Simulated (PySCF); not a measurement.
**Bi (bismuth, neutral): UHF calculation**

Configuration: [Xe] 4f14 5d10 6s1 6p4, high-spin 4P determinant (an excited configuration). Calculation: PySCF 2.14, in aug-cc-pVTZ-DK3 (9s8p6d3f, 84 functions); scalar relativity by spin-free X2C-1e.

* Total energy: -21526.765521 hartree
* One-electron energy: -29431.3870 hartree
* Hartree (Coulomb) energy: 8302.8651 hartree
* Exchange energy: -398.2436 hartree
* ⟨S²⟩: 3.8024
* ⟨L²⟩: 2.024
* Sum of ⟨r⟩: 50.78 bohr
* Sum of ⟨r²⟩: 79.30 bohr²
* Traceless quadrupole moment −½Σ⟨3z² − r²⟩ along its main axis: -4.91 e·bohr²
* Langevin diamagnetic susceptibility: -62.8 ×10⁻⁶ cm³/mol

| shell | electrons | mean orbital energy (hartree) | spread (hartree) | rms radius, mean of both spins (bohr) |
| --- | --- | --- | --- | --- |
| 1s α | 1 | -3344.24587 | 0 | 0.0178 |
| 1s β | 1 | -3344.23950 | 0 | 0.0178 |
| 2s α | 1 | -606.81870 | 0 | 0.0718 |
| 2s β | 1 | -606.81557 | 0 | 0.0718 |
| 2p α | 3 | -521.91664 | 0.00082 | 0.0664 |
| 2p β | 3 | -521.91465 | 0.00050 | 0.0664 |
| 3s α | 1 | -149.25299 | 0 | 0.183 |
| 3s β | 1 | -149.24691 | 0 | 0.183 |
| 3p α | 3 | -124.50305 | 0.00205 | 0.186 |
| 3p β | 3 | -124.49884 | 0.00009 | 0.186 |
| 3d α | 5 | -98.24260 | 0.00163 | 0.170 |
| 3d β | 5 | -98.24159 | 0.00130 | 0.170 |
| 4s α | 1 | -35.78355 | 0 | 0.400 |
| 4s β | 1 | -35.77256 | 0 | 0.400 |
| 4p α | 3 | -27.49711 | 0.00480 | 0.427 |
| 4p β | 3 | -27.48987 | 0.00141 | 0.427 |
| 4d α | 5 | -17.54950 | 0.00458 | 0.453 |
| 4d β | 5 | -17.54654 | 0.00378 | 0.453 |
| 5s α | 1 | -6.75735 | 0 | 0.890 |
| 5s β | 1 | -6.72994 | 0 | 0.890 |
| 4f α | 7 | -6.66381 | 0.00526 | 0.480 |
| 4f β | 7 | -6.66119 | 0.00447 | 0.480 |
| 5p α | 3 | -4.32509 | 0.01226 | 1.01 |
| 5p β | 3 | -4.30943 | 0.00306 | 1.01 |
| 5d α | 5 | -1.39412 | 0.01615 | 1.31 |
| 5d β | 5 | -1.36677 | 0.00840 | 1.31 |
| 6s α | 1 | -0.84712 | 0 | 2.37 |
| 6p α | 3 | -0.36119 | 0.04118 | 3.22 |
| 6p β | 1 | -0.20572 | 0 | 3.22 |

Spin-orbit coupling is strong in this species (close to jj coupling), so the high-spin LS determinant is a model state, not a physical level.

Densities and radii are taken from the X2C orbitals without a picture-change correction, which distorts them close to the nucleus.

Spin-orbit constants ζ (cm⁻¹) from the X2C one-electron operator on these orbitals: bare nucleus, nucleus screened by l(l+1)(2l+1)/3 electrons, and screened by the Breit-Pauli mean field of the electrons.

```csv
shell,bare,screened nucleus,mean field
2p,11470000,11200000,n/a
3p,2597000,2535000,n/a
3d,397600,349700,n/a
4p,636000,620600,n/a
4d,87290,76780,n/a
4f,18710,12400,n/a
5p,115000,112200,n/a
5d,10550,9283,n/a
6p,10310,10060,n/a
```

To first order the Landé constant is A = -3354 cm⁻¹, so the lowest level has J = 5/2 and lies 0.624 eV below the centre of the term. This holds in LS coupling only, and this species is close to jj coupling.
